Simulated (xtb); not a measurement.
ReF6, SMILES [F][Re+]([F])([F])([F])([F])[F], charge +1, multiplicity 1. All values are semi-empirical tight-binding results from xtb (GFN2-xTB unless named), good for trends rather than for accurate numbers. Coordinates come from a GFN2-xTB optimisation. The multiplicity is an assumed one; no other spin state was optimised. The isomer is the one that the SMILES or the coordinates give; other isomers of the formula were not compared.

Optimised geometry:

Bond lengths (Å): Re1–F2 1.734, Re1–F3 1.734, Re1–F4 1.734, Re1–F5 1.734, Re1–F6 1.734, Re1–F7 1.734. Bond angles (°): F2–Re1–F3 180.0, F2–Re1–F4 90.0, F2–Re1–F5 90.0, F2–Re1–F6 90.0, F2–Re1–F7 90.0, F3–Re1–F4 90.0, F3–Re1–F5 90.0, F3–Re1–F6 90.0, F3–Re1–F7 90.0, F4–Re1–F5 90.0, F4–Re1–F6 90.0, F4–Re1–F7 180.0, F5–Re1–F6 180.0, F5–Re1–F7 90.0, F6–Re1–F7 90.0.
Charge +1, spin multiplicity 1.

For metal compounds this method's bond lengths and energies can be far off.

Computed properties:
The point group as xtb finds it is Oh. The orbital gap is 3.24 eV and the zero-point energy is 8.8 kcal/mol. The G − E(el) at 298.15 K (modified RRHO) is -9.9 kcal/mol.

Computed atomic charges and the Wiberg bond orders between heavy atoms:
charges (e) Re1 1.58, F2 -0.10, F3 -0.10, F4 -0.10, F5 -0.10, F6 -0.10, F7 -0.10. Bond orders Re1–F2 1.15, Re1–F3 1.15, Re1–F4 1.15, Re1–F5 1.15, Re1–F6 1.15, Re1–F7 1.15.
